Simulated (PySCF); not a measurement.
Basis and Hamiltonian dependence of the excitation energy of As

As [Ar] 3d10 4s2 4p3 (4S) → As [Ar] 3d10 4s1 4p3 5s1 (6S). All values are computed (PySCF 2.14, energy differences of UHF-based or UKS calculations, no spin-orbit coupling). Values in eV.

| basis | Hamiltonian | functions | UHF | LDA | PBE0 | MP2 (valence) | CCSD(T) (valence) | CCSD(T) (valence and next inner shell) |
| --- | --- | --- | --- | --- | --- | --- | --- | --- |
| aug-cc-pVDZ-DK | spin-free X2C | 36 | 11.280 | 13.867 | 13.335 | 12.214 | 12.444 | n/a |
| ANO-RCC-VTZP | spin-free X2C | 43 | 12.858 | 15.126 | 14.716 | 13.936 | 14.147 | 14.293 |
| aug-cc-pwCVDZ-PP with ECP10MDF | ECP | 48 | 11.155 | 13.788 | 13.238 | 12.172 | 12.397 | 12.721 |
| aug-cc-pVTZ-PP with ECP10MDF | ECP | 55 | 11.030 | 13.716 | 13.150 | 12.267 | 12.492 | n/a |
| x2c-TZVPPall with one added diffuse shell each of s, p, d type | spin-free X2C | 57 | 11.387 | 13.947 | 13.445 | 12.553 | 12.771 | 12.937 |
| aug-cc-pVTZ-DK | spin-free X2C | 59 | 11.051 | 13.709 | 13.178 | 12.273 | 12.497 | n/a |
| aug-cc-pVTZ-PP with one added diffuse shell each of s, d, f type with ECP10MDF | ECP | 68 | 10.915 | 13.667 | 13.077 | 12.181 | 12.408 | n/a |
| aug-cc-pVQZ-PP with ECP10MDF | ECP | 89 | 10.998 | 13.711 | 13.134 | 12.341 | 12.531 | n/a |
| dyall-av2z | non-relativistic | 92 | 10.913 | 13.437 | 12.932 | 11.917 | 12.150 | n/a |
| aug-cc-pVQZ-DK | spin-free X2C | 93 | 11.026 | 13.701 | 13.162 | 12.357 | 12.547 | n/a |
| def2-QZVPPD | non-relativistic | 95 | 10.732 | 13.326 | 12.817 | 12.070 | 12.266 | n/a |
| aug-cc-pwCVTZ-PP with ECP10MDF | ECP | 96 | 11.020 | 13.738 | 13.159 | 12.297 | 12.509 | n/a |
| aug-cc-pVQZ-PP with one added diffuse shell each of s, p, d, f, g type with ECP10MDF | ECP | 114 | 10.907 | 13.674 | 13.079 | 12.275 | n/a | n/a |
| dyall-av3z | spin-free X2C | 144 | 11.011 | 13.714 | 13.162 | 12.256 | n/a | n/a |

Frozen in the all-electron rows: valence: [Ar] 3d10; valence and next inner shell: [Ne]; with a core potential, the same shells as far as they lie outside it.

At UHF, ANO-RCC-VTZP, x2c-TZVPPall with one added diffuse shell each of s, p, d type lie more than 0.3 eV from the median of the rows with comparable relativity. Of these, ANO-RCC-VTZP has no diffuse functions of the l that the added or promoted electron needs.

Non-relativistic rows lack the scalar-relativistic shift. The upper state lies above the first ionisation limit, but in LS coupling its spin forbids autoionisation to the ground ion. A Rydberg-like electron needs more diffuse functions than a valence basis has.
